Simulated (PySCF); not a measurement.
HfO₂, SMILES [O]=[Hf]=[O] (connectivity only; charge and spin as stated), charge +1, multiplicity 2. Atoms are numbered in the order given.

```xyz
3

Hf     0.0000     0.0000     0.2229
O      0.0000     1.3201    -1.0029
O      0.0000    -1.3201    -1.0029
```
Charge +1, spin multiplicity 2.

Geometry optimised at PBE-D3(BJ)/def2-TZVP. The spin state was assumed, not searched. The isomer is the one that the SMILES or the coordinates give; other isomers of the formula were not compared. The def2 effective core potentials stand for the cores of Hf; spin–orbit coupling is left out.

All values below come from PBE-D3(BJ)/def2-TZVP (PySCF).

Frequencies are harmonic and unscaled.

### Question
Estimate the vibrational spectrum. (The exact figures need the calculation; the answer reports its results.)

### Answer

```
mode  ν (cm⁻¹)  IR (km/mol)  moving atoms (share of kinetic energy)
----  --------  -----------  --------------------------------------
1          190          7.9                                  O 93 %
2          549          8.5                          O 91 %, Hf 9 %
3          861         35.4                                  O 92 %
```
